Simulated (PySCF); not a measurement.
**Stationary points of AsO₂⁻**

These are results of PySCF, PBE0, basis As def2-TZVPD, O def2-TZVPD (no relativity, density fitting), not measurements.

Relaxations began from a few typed shapes. The search is not exhaustive: other isomers or separated fragments can lie lower, and high-lying points may rest on an excited occupation.

| spin | group | bonds | angles | imaginary modes (cm⁻¹) | ΔE (kJ/mol) | ΔE with ZPE (kJ/mol) |
| --- | --- | --- | --- | --- | --- | --- |
| singlet | C2v | As–O 1.657 Å (×2) | O–As–O 114.0° | none | 0.0 | 0.0 |
| singlet | D∞h | As–O 1.696 Å (×2) | O–As–O 180.0° | 475i, 475i | 233.9 | – |

The lowest minimum found is the singlet C2v: As–O 1.657 Å (×2); O–As–O 114.0°.

Counting electrons, arsenic keeps 2 of its valence electrons outside its bonds, so the VSEPR class is AX2E1 and the expected shape is bent (C2v), as computed.

For the lowest minimum: the lowest empty level of this anion is unbound, so it and the gap depend on the basis.
